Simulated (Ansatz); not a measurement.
Molecule: sum formula H2PO, charge 1, multiplicity 1. It need not be the lowest isomer of its formula. 
Structure (B3LYP-D3(BJ)/def2-TZVP (Ansatz, a first-principles code) minimum search):
SMILES: [OH+]=P
```xyz
4

P     -0.0675    -0.0870    -0.5648
O      0.0555     0.1370     0.9714
H      1.3131     0.1663    -0.8269
H     -0.7446     0.0424     1.5280
```
Charge +1, spin multiplicity 1.

Basis-set convergence of Hartree-Fock and CCSD(T) correlation energies (hartree) with Ansatz. Valence correlation only, unless marked. No spin-orbit coupling. Non-relativistic.

The Hartree-Fock reference is unstable (checked in the largest basis), which strains HF and MP2. 

```csv
basis,functions,E(HF),"E(corr, CCSD(T))",rough core time
def2-SVP,42,-416.28192,-0.32221,under 20 s
def2-TZVPP,101,-416.50770,-0.40022,under 20 s
def2-QZVPP,187,-416.52156,-0.42654,40 s
```

Extrapolating the two largest sets (X = 3 and 4) as X^-3: E(corr) = (64·(-0.42654) - 27·(-0.40022))/37 = -0.4457 Eh, an estimate of the basis-set limit. The largest set recovers 95.7 % of it, the smallest 72.3 %.
